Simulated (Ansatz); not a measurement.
Mulliken charges of `[OH][Ga]([F])[O][SiH3]` from ωB97M-V/def2-TZVPP in Ansatz (PBE0-D4/def2-TZVP geometry).

```
atom   x (Å)   y (Å)   z (Å)  charge (e)
  O1  -2.342   1.495   0.866      -0.372
 Ga2  -0.692   1.009   0.491       0.800
  F3   0.625   2.110   0.817      -0.381
  O4  -0.330  -0.556  -0.204      -0.415
 Si5   0.985  -1.406  -0.689       0.302
  H6  -2.391   2.378   1.241       0.180
  H7   1.721  -0.678  -1.756      -0.039
  H8   0.513  -2.710  -1.217      -0.035
  H9   1.910  -1.642   0.452      -0.040
```

**Question.** By hand: the dipole of these point charges (1 e Å = 4.8032 D).

**Answer.** Σ q r = (-0.078, -0.132, -0.048) e Å, of length 0.161 e Å = 0.77 D.

**Question.** How does the dipole of the full density compare? (An estimate is asked.)

**Answer.** Computed: (-0.106, 0.124, 0.063) e Å, 0.84 D; the point charges give 0.92 times that, at 113° from its direction.

Point charges leave out the atoms' own dipoles, such as those of lone pairs, and Mulliken's split depends on the basis, so the two needn't agree.
